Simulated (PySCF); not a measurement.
# Levels of Hg(61+) from EOM-EA-GCCSD

Reference: closed-shell Hg(62+), [Ar]; one electron is added. Calculated with PySCF 2.14, two-component X2C-1e with screened spin-orbit coupling, an even-tempered Gaussian basis (17 s from 7 bohr⁻², ratio 2.6; 14 p from 9.1 bohr⁻², ratio 2.6; 5 d from 9.3 bohr⁻², ratio 2.8; 3 f from 140 bohr⁻², ratio 2.8); frozen [Ne]; the 60 highest virtual spinors dropped; of the others 54 kept and the rest restored at second order. No Breit or QED terms. Binding energies in eV.

```
level  Koopmans  second order  EOM-CCSD
3d3/2    6501.7        6503.0    6502.8
3d5/2    6392.6        6393.6    6393.4
```

For comparison, the ionisation energy of Hg(61+) is 6508 ± 12 eV (theoretical estimate listed by NIST; NIST Atomic Spectra Database, ionization energies).

Only part of the computed levels is shown.
